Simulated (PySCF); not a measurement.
PySCF input for BF2I, SMILES FB(F)I, IEF-PCM-PBE0/def2-SVP. Geometry optimised at PBE0-D3(BJ)/def2-SVP. The def2 effective core potentials stand for the cores of I; spin–orbit coupling is left out.

```python
import numpy as np
from pyscf import gto, scf, dft
from pyscf.solvent import pcm

mol = gto.M(
    atom='''
    B     0.00000000    0.00000000   -1.32331804
    F     0.00000000    1.12869413   -1.98641893
    F     0.00000000   -1.12869413   -1.98641893
    I     0.00000000    0.00000000    0.79947417
    ''',
    basis='def2-SVP',
    ecp={'I': 'def2-svp'},
    charge=0,
    spin=0,
    max_memory=1600,
    verbose=3,
)
mf = dft.RKS(mol, xc='pbe0').density_fit(auxbasis='def2-universal-jkfit')
mf.grids.level = 3
mf.conv_tol = 1e-9
mf.max_cycle = 100
mf.kernel()
res = {}
for name, eps in {'water': 78.355, 'acetone': 20.493, 'dimethylsulfoxide': 46.826}.items():
    s = mf.PCM()
    s.with_solvent.method, s.with_solvent.eps, s.with_solvent.lebedev_order = 'IEF-PCM', eps, 29
    s.kernel(mf.make_rdm1())
    res[name] = (s.e_tot, eps, s.dip_moment(), s.mo_energy, s.converged)
    print(f'{name}: electrostatic solvation free energy {(s.e_tot - mf.e_tot) * 627.509474:.3f} kcal/mol')
```

It prints:

```
converged SCF energy = -521.997771913833

WARN: PCM is an experimental feature. It is still in testing.
Features and APIs may be changed in the future.

converged SCF energy = -521.999585740487
Dipole moment(X, Y, Z, Debye): -0.00000, -0.00000,  0.27082
water: electrostatic solvation free energy -1.138 kcal/mol

WARN: PCM is an experimental feature. It is still in testing.
Features and APIs may be changed in the future.

converged SCF energy = -521.99947834235
Dipole moment(X, Y, Z, Debye):  0.00000,  0.00000,  0.26931
acetone: electrostatic solvation free energy -1.071 kcal/mol

WARN: PCM is an experimental feature. It is still in testing.
Features and APIs may be changed in the future.

converged SCF energy = -521.999559654127
Dipole moment(X, Y, Z, Debye): -0.00000,  0.00000,  0.27046
dimethylsulfoxide: electrostatic solvation free energy -1.122 kcal/mol
```

The run converged.

Cost: very roughly 23 core-seconds.
